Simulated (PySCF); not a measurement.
# Ru⁺ (ruthenium, charge +1): r2SCAN calculation

Configuration: [Kr] 4d7, high-spin 4F determinant. Calculation: PySCF 2.14, in aug-cc-pwCVDZ-PP with ECP28MDF; scalar relativity through the core potential.

```
Total energy                                                  : -94.2368 hartree
One-electron energy                                           : -160.2733 hartree
Hartree (Coulomb) energy                                      : 76.0387 hartree
Exchange-correlation energy                                   : -10.0022 hartree
⟨S²⟩                                                          : 3.7535
⟨L²⟩                                                          : 12.019
Sum of ⟨r⟩                                                    : 20.50 bohr
Sum of ⟨r²⟩                                                   : 34.12 bohr²
Traceless quadrupole moment −½Σ⟨3z² − r²⟩ along its main axis : -0.00148 e·bohr²
```

| shell | electrons | mean orbital energy (eV) | spread (eV) | rms radius, mean of both spins (bohr) |
| --- | --- | --- | --- | --- |
| 4s α | 1 | -87.603 | 0 | 1.09 |
| 4s β | 1 | -84.750 | 0 | 1.09 |
| 4p α | 3 | -56.731 | 0 | 1.22 |
| 4p β | 3 | -53.678 | 0 | 1.22 |
| 4d α | 5 | -13.531 | 0.972 | 1.81 |
| 4d β | 2 | -11.673 | 0.002 | 1.81 |

Energies and moments cover only the electrons outside the core potential.
